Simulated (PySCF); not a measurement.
PySCF input for SnCl, SMILES [Cl][Sn+] (connectivity only; charge and spin as stated), charge +1, multiplicity 1, TDDFT-LC-ωPBE/def2-TZVPD. Geometry optimised at PBE0-D3(BJ)/def2-TZVP. The multiplicity is an assumed one; other spin states were not compared. The def2 effective core potentials stand for the cores of Sn; spin–orbit coupling is left out.

```python
import numpy as np
from pyscf import gto, scf, dft, tdscf

mol = gto.M(
    atom='''
    Sn    0.00000000    0.00000000   -0.57333633
    Cl    0.00000000    0.00000000    1.68628333
    ''',
    basis='def2-TZVPD',
    ecp={'Sn': 'def2-tzvp'},
    charge=1,
    spin=0,
    symmetry=True,
    symmetry_subgroup='C2v',
    max_memory=1600,
    verbose=4,
)
mf = dft.RKS(mol, xc='lc_wpbe').density_fit(auxbasis='def2-universal-jkfit')
mf.grids.level = 3
mf.conv_tol = 1e-9
mf.max_cycle = 100
mf.kernel()
mf.grids = dft.Grids(mol).set(level=1).build(with_non0tab=True)  # coarser grid for the response kernel
td = tdscf.TDDFT(mf)
td.singlet = True
td.nstates = 10
td.conv_tol = 1e-4
td.kernel(x0=td.get_init_guess(mf, 15))
td.analyze()
tt = tdscf.TDA(mf)
tt.singlet = False
tt.nstates = 4
tt.conv_tol = 1e-4
tt.kernel(x0=tt.get_init_guess(mf, 9))
tt.analyze(verbose=3)
```

Output:

```
PySCF version 2.14.0

[INPUT] verbose = 4
[INPUT] num. atoms = 2
[INPUT] num. electrons = 38
[INPUT] charge = 1
[INPUT] spin (= nelec alpha-beta = 2S) = 0
[INPUT] symmetry True subgroup C2v
[INPUT] Mole.unit = angstrom
[INPUT] Symbol           X                Y                Z      unit          X                Y                Z       unit  Magmom
[INPUT]  1 Sn     0.000000000000   0.000000000000  -0.573336330000 AA    0.000000000000   0.000000000000  -1.083448640963 Bohr   0.0
[INPUT]  2 Cl     0.000000000000   0.000000000000   1.686283330000 AA    0.000000000000   0.000000000000   3.186613662120 Bohr   0.0

nuclear repulsion = 87.5865440487803
point group symmetry = Coov, use subgroup C2v
symmetry origin: [0.00000000e+00 0.00000000e+00 3.10253544e-09]
symmetry axis x: [1. 0. 0.]
symmetry axis y: [0. 1. 0.]
symmetry axis z: [0. 0. 1.]
num. orbitals of irrep A1 = 44
num. orbitals of irrep A2 = 10
num. orbitals of irrep B1 = 24
num. orbitals of irrep B2 = 24
number of shells = 34
number of NR pGTOs = 169
number of NR cGTOs = 102
basis = def2-TZVPD
ecp = {'Sn': 'def2-tzvp'}


[settings echo left out]
init E= -637.556714173606
HOMO (B2) = -0.767661189823619  LUMO (B1) = -0.567587595135077  gap/eV = 5.44428
cycle= 1 E= -673.556571861254  delta_E=  -36  |g|= 2.02  |ddm|= 30.5
HOMO (A1) = -0.534927750610521  LUMO (B2) = -0.164236481415151  gap/eV = 10.08702
cycle= 2 E= -673.827996543932  delta_E= -0.271  |g|= 1.68  |ddm|= 5.16
HOMO (A1) = -0.627349210092447  LUMO (B2) = -0.24600650173857  gap/eV = 10.37686
cycle= 3 E= -674.178100723622  delta_E= -0.35  |g|= 0.0754  |ddm|=  1.7
HOMO (A1) = -0.64797304849499  LUMO (B1) = -0.25344423445005  gap/eV = 10.73568
cycle= 4 E= -674.179100375898  delta_E= -0.001  |g|= 0.036  |ddm|= 0.111
HOMO (A1) = -0.645953519951277  LUMO (B2) = -0.254406786018913  gap/eV = 10.65453
cycle= 5 E= -674.179355023245  delta_E= -0.000255  |g|= 0.00695  |ddm|= 0.0417
HOMO (A1) = -0.646576372197103  LUMO (B2) = -0.254009277899985  gap/eV = 10.68229
cycle= 6 E= -674.179409354065  delta_E= -5.43e-05  |g|= 0.00331  |ddm|= 0.0243
HOMO (A1) = -0.646199277287906  LUMO (B1) = -0.254080044295125  gap/eV = 10.67011
cycle= 7 E= -674.179415645625  delta_E= -6.29e-06  |g|= 0.000775  |ddm|= 0.00887
HOMO (A1) = -0.646152172827613  LUMO (B1) = -0.254076791544297  gap/eV = 10.66891
cycle= 8 E= -674.179416409248  delta_E= -7.64e-07  |g|= 0.000261  |ddm|= 0.0029
HOMO (A1) = -0.646140595181379  LUMO (B2) = -0.254062028101951  gap/eV = 10.66900
cycle= 9 E= -674.179416432883  delta_E= -2.36e-08  |g|= 5.65e-05  |ddm|= 0.000329
HOMO (A1) = -0.646133427158162  LUMO (B2) = -0.254062210881719  gap/eV = 10.66880
cycle= 10 E= -674.179416435346  delta_E= -2.46e-09  |g|= 8.02e-06  |ddm|= 0.000158
HOMO (A1) = -0.646132899987592  LUMO (B2) = -0.254062415536621  gap/eV = 10.66878
cycle= 11 E= -674.17941643538  delta_E= -3.42e-11  |g|= 1.88e-06  |ddm|= 3.01e-05
HOMO (A1) = -0.646133147991335  LUMO (B1) = -0.254062720902668  gap/eV = 10.66878
Extra cycle  E= -674.179416435378  delta_E= 1.36e-12  |g|= 6.47e-07  |ddm|= 3.42e-06
converged SCF energy = -674.179416435378
tot grids = 14344


******** <class 'pyscf.tdscf.rks.TDDFT'> for <class 'pyscf.df.df_jk.DFSymAdaptedRKS'> ********
nstates = 10 singlet
deg_eia_thresh = 1.000e-03
wfnsym = None
conv_tol = 0.0001
eigh lindep = 1e-12
eigh level_shift = 0
eigh max_cycle = 100


Excitation energies (eV)
[ 4.91094787  4.91094787  5.37447987  5.46003487  5.46004498  6.30848709
  8.16942156  8.16942156  9.23891804 10.0922828 ]

** Singlet excitation energies and oscillator strengths **
Excited State   1:   B1      4.91095 eV    252.46 nm  f=0.0524
      19 -> 20        0.70323
Excited State   2:   B2      4.91095 eV    252.46 nm  f=0.0524
      19 -> 21        0.70323
Excited State   3:   A2      5.37448 eV    230.69 nm  f=0.0000
      17 -> 21        0.49477
      18 -> 20       -0.49477
Excited State   4:   A1      5.46003 eV    227.08 nm  f=0.0000
      17 -> 20       -0.49515
      18 -> 21        0.49515
Excited State   5:   A2      5.46004 eV    227.08 nm  f=0.0000
      17 -> 21       -0.49515
      18 -> 20       -0.49515
Excited State   6:   A1      6.30849 eV    196.54 nm  f=0.0329
      17 -> 20        0.46176
      18 -> 21        0.46176
      19 -> 22        0.25286
Excited State   7:   B1      8.16942 eV    151.77 nm  f=0.0141
      17 -> 22       -0.68348
      17 -> 31        0.15652
Excited State   8:   B2      8.16942 eV    151.77 nm  f=0.0141
      18 -> 22       -0.68348
      18 -> 31        0.15652
Excited State   9:   A1      9.23892 eV    134.20 nm  f=1.4969
      17 -> 20        0.17682
      18 -> 21        0.17682
      19 -> 22       -0.64891
Excited State  10:   B1     10.09228 eV    122.85 nm  f=0.2284
      16 -> 20       -0.68557

** Transition electric dipole moments (AU) **
state          X           Y           Z        Dip. S.      Osc.
  1         0.6599      0.0000      0.0000      0.4355      0.0524
  2        -0.0000      0.6599      0.0000      0.4355      0.0524
  3         0.0000     -0.0000      0.0000      0.0000      0.0000
  4        -0.0000     -0.0000     -0.0000      0.0000      0.0000
  5        -0.0000      0.0000      0.0000      0.0000      0.0000
  6        -0.0000      0.0000     -0.4614      0.2129      0.0329
  7        -0.2650      0.0000      0.0000      0.0702      0.0141
  8        -0.0000     -0.2650      0.0000      0.0702      0.0141
  9         0.0000      0.0000     -2.5716      6.6133      1.4969
 10        -0.9610     -0.0000     -0.0000      0.9236      0.2284

WARN: ECP detected. Skipping calculation of transition velocity and magnetic dipole moments, which have not yet been implemented.



******** <class 'pyscf.tdscf.rks.TDA'> for <class 'pyscf.df.df_jk.DFSymAdaptedRKS'> ********
nstates = 4 triplet
deg_eia_thresh = 1.000e-03
wfnsym = None
conv_tol = 0.0001
eigh lindep = 1e-12
eigh level_shift = 0
eigh max_cycle = 100


Excitation energies (eV)
[3.75456846 3.75456846 4.92338426 5.12356121]

** Triplet excitation energies and oscillator strengths **
Excited State   1:   B2      3.75457 eV    330.22 nm  f=0.0000
Excited State   2:   B1      3.75457 eV    330.22 nm  f=0.0000
Excited State   3:   A1      4.92338 eV    251.83 nm  f=0.0000
Excited State   4:   A2      5.12356 eV    241.99 nm  f=0.0000
```

The run converged.
